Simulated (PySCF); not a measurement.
A database entry of computed molecular properties. Lists by class give the value and the number of equivalent atoms.

```json
{
 "formula": "B3Cl2H4N",
 "smiles": "BNBB(Cl)Cl",
 "inchi": "InChI=1S/B3Cl2H4N/c1-6-2-3(4)5/h2,6H,1H2",
 "charge": 0,
 "multiplicity": 1,
 "geometry_level": "PBE0-D3(BJ)/def2-SVP",
 "atoms_angstrom": [
  ["B", -0.157, 1.764, 0.399],
  ["N", 0.512, 0.586, -0.023],
  ["B", 1.919, 0.455, -0.192],
  ["B", 2.982, 1.742, 0.105],
  ["Cl", 3.439, 2.851, -1.176],
  ["Cl", 3.726, 1.945, 1.681],
  ["H", -1.359, 1.768, 0.514],
  ["H", 0.503, 2.748, 0.634],
  ["H", -0.059, -0.231, -0.217],
  ["H", 2.35, -0.619, -0.559]
 ],
 "electronic_structure_code": "PySCF",
 "results": {
  "PBE0-D3(BJ)/def2-SVP geometry optimisation, gas phase": {
   "point_group": "Cs",
   "rotational_constants_GHz": [2.549, 1.547, 1.135]
  },
  "B3LYP/def2-SVPD ground state, ΔSCF and vertical TDDFT (core frozen in the response)": {
   "dipole_D": 2.18,
   "homo_eV": -8.12,
   "lumo_eV": -1.93,
   "S1_eV": 5.08,
   "strongest_line_of_10_singlets_eV": 6.66,
   "T1_tda_eV": 4.48,
   "polarisability_au": 78.7,
   "vertical_ip_eV": 10.3,
   "vertical_ea_eV": 0.1,
   "r2_bohr2_about_centre_of_nuclear_charge": 1015.9,
   "singlets_eV_and_f": [
    [5.08, 0.003],
    [5.11, 0.005],
    [5.76, 0.0],
    [6.08, 0.016],
    [6.08, 0.009],
    [6.5, 0.002],
    [6.65, 0.008],
    [6.66, 0.047],
    [6.87, 0.004],
    [6.94, 0.001]
   ],
   "triplets_tda_eV": [4.48, 4.61, 5.6, 5.61]
  },
  "HF/pcSseg-2 ground state and GIAO shieldings, non-relativistic": {
   "shift_vs_computed_TMS_H_by_class_ppm": [
    [6.66, 1],
    [5.46, 1],
    [5.03, 2]
   ],
   "shielding_other_nuclei_by_class_ppm": [
    ["B", 41.4, 1],
    ["B", 58.4, 1],
    ["B", 63.6, 1],
    ["N", 100.4, 1],
    ["Cl", 735.6, 2]
   ]
  }
 }
}
```

The principal polarisabilities are 72.7, 76.9 and 86.4 au; their mean is the isotropic value. −ε(LUMO) is 1.93 eV against a ΔSCF electron affinity of 0.10 eV.

One conformer (not necessarily the lowest) at the PBE0-D3(BJ)/def2-SVP geometry, without solvent or vibrations. NMR classes are plain means over equivalent atoms (diastereotopic ones count apart unless rotation or inversion swaps them), as if these changed places fast; in this geometry the members of some classes differ.

Shape of the structure used: `[BH2:1][NH:2][BH:3][B:4]([Cl:5])[Cl:6]`: B1–N2–B3–B4 0°, N2–B3–B4–Cl5 -91°.
